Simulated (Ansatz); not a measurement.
C2H4BFO can be A, `O/C=C/BF`, or B, `OC1(F)BC1`.

Calculated with Ansatz (gas phase, PBE0-D4/def2-TZVP geometries, no zero-point term in ΔE). CBS: MP2 limit from def2 TZ/QZ plus the TZ coupled-cluster correction, frozen cores. Functionals use def2-TZVPP. B3LYP here is the variant with VWN-RPA as its local correlation; programs differ in this. One conformer a species, not always the lowest.

(1) Which is lower in electronic energy at CCSD(T)/CBS, and by how much? (Estimate.)

(2) Give E(B) − E(A) in kcal/mol with MP2/def2-TZVPP, B3LYP-D4, CCSD(T)/def2-TZVPP, B2PLYP, BLYP-D4, ωB97M-V, PBE-D4. (Best estimate.)

(3) Does the order hold for the free energy at 298.15 K (harmonic terms from PBE0-D4)? (Best estimate.)

Largest T1 diagnostic: 0.014.

Answers

(1) Computed: A, by 78.0 kcal/mol.

(2) Computed: MP2/def2-TZVPP 79.7, B3LYP-D4 79.0, CCSD(T)/def2-TZVPP 78.7, B2PLYP 80.0, BLYP-D4 79.6, ωB97M-V 75.3, PBE-D4 74.4. None reverses the order clearly.

(3) Ansatz gave: Yes: G(B) − G(A) = +76.2 kcal/mol, for one conformer each.

In def2-TZVPP, CCSD(T) changes the Hartree–Fock value by −3.5 kcal/mol (the triples alone add +0.5 kcal/mol) and MP2 by −2.5 kcal/mol. Leaving LDA and LC-ωPBE aside and taking each functional with its dispersion term where it has one, the values, not all of them listed here, spread over 6.9 kcal/mol, from ωB97X-V to B2PLYP. LDA lies −3.2 kcal/mol from PBE without D4.
